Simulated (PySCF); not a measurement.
SCF from a fresh guess for sextet [RuI2]+, at the B3LYP minimum. PySCF input:

```python
from pyscf import gto, scf, dft
mol = gto.M(atom='''
Ru    -0.000000     0.000000    -0.793727
I      2.289301    -0.000000     0.315959
I     -2.289301     0.000000     0.315959''',
    basis={'Ru': 'def2-SVP', 'I': 'def2-SVP'},
    ecp={'Ru': 'def2-SVP', 'I': 'def2-SVP'},
    charge=1, spin=5)
mf = dft.UKS(mol, xc='B3LYP')
mf.grids.atom_grid = (50, 194)
aux = {'Ru': 'def2-universal-JKFIT', 'I': 'def2-universal-JKFIT'}
mf = mf.density_fit(auxbasis=aux)
mf.conv_tol = 1e-08
mf.diis_space = 10
mf.max_cycle = 60
mf.init_guess = 'huckel'
mf.verbose = 4
mf.kernel()
```

Excerpt of the output (cycles alone):

```
init E= -689.236969058217
cycle= 1 E= -680.946890269016  delta_E= 8.29  |g|=  3.2  |ddm|= 5.61
cycle= 2 E= -624.46344395599  delta_E= 56.5  |g|= 4.75  |ddm|=   15
cycle= 3 E= -684.699187549901  delta_E= -60.2  |g|= 2.56  |ddm|= 14.2
cycle= 4 E= -685.745056665477  delta_E= -1.05  |g|= 2.37  |ddm|= 1.33
cycle= 5 E= -686.352801589352  delta_E= -0.608  |g|= 2.17  |ddm|= 1.04
cycle= 6 E= -687.711468334409  delta_E= -1.36  |g|= 1.78  |ddm|= 1.25
cycle= 7 E= -688.969506224259  delta_E= -1.26  |g|= 1.31  |ddm|= 0.828
cycle= 8 E= -688.793720190625  delta_E= 0.176  |g|= 1.46  |ddm|= 0.515
cycle= 9 E= -688.409165830715  delta_E= 0.385  |g|= 1.61  |ddm|= 0.309
cycle= 10 E= -688.414355750655  delta_E= -0.00519  |g|= 1.61  |ddm|= 0.00388
cycle= 11 E= -689.106054816102  delta_E= -0.692  |g|= 1.32  |ddm|= 0.474
cycle= 12 E= -689.825094994478  delta_E= -0.719  |g|= 0.781  |ddm|= 0.66
cycle= 13 E= -690.032959563493  delta_E= -0.208  |g|= 0.547  |ddm|= 1.52
cycle= 14 E= -690.217065270195  delta_E= -0.184  |g|= 0.163  |ddm|= 0.456
cycle= 15 E= -690.234312046184  delta_E= -0.0172  |g|= 0.0288  |ddm|= 0.194
cycle= 16 E= -690.235150626744  delta_E= -0.000839  |g|= 0.00451  |ddm|= 0.0562
cycle= 17 E= -690.235270868659  delta_E= -0.00012  |g|= 0.00224  |ddm|= 0.0322
cycle= 18 E= -690.235297218667  delta_E= -2.64e-05  |g|= 0.000982  |ddm|= 0.0192
cycle= 19 E= -690.235298804258  delta_E= -1.59e-06  |g|= 0.000705  |ddm|= 0.00416
cycle= 20 E= -690.235299484668  delta_E= -6.8e-07  |g|= 0.000169  |ddm|= 0.00242
cycle= 21 E= -690.235299554192  delta_E= -6.95e-08  |g|= 0.00015  |ddm|= 0.000802
cycle= 22 E= -690.235299621615  delta_E= -6.74e-08  |g|= 4.45e-05  |ddm|= 0.000795
cycle= 23 E= -690.235299643007  delta_E= -2.14e-08  |g|= 1.58e-05  |ddm|= 0.000654
cycle= 24 E= -690.235299645233  delta_E= -2.23e-09  |g|= 4.65e-06  |ddm|= 0.00023
Extra cycle  E= -690.235299645142  delta_E= 9.08e-11  |g|= 1.57e-05  |ddm|= 2.73e-05
converged SCF energy = -690.235299645142  <S^2> = 8.7634294  2S+1 = 6.0044748
```

No lower solution of this spin was found from smeared starts or by a stability analysis within the unrestricted form.

With open d or f shells other occupations or spin states may lie lower. No spin–orbit coupling is included, which matters more the heavier the element.

The search for the lowest solution, 3 starts and the stability check together, took 28 s on 2 threads of a shared Arm Neoverse N1 host, with 83 basis functions; the process peaked at 0.37 GiB. Launch command: `OMP_NUM_THREADS=2 python axn.py task.json out`.
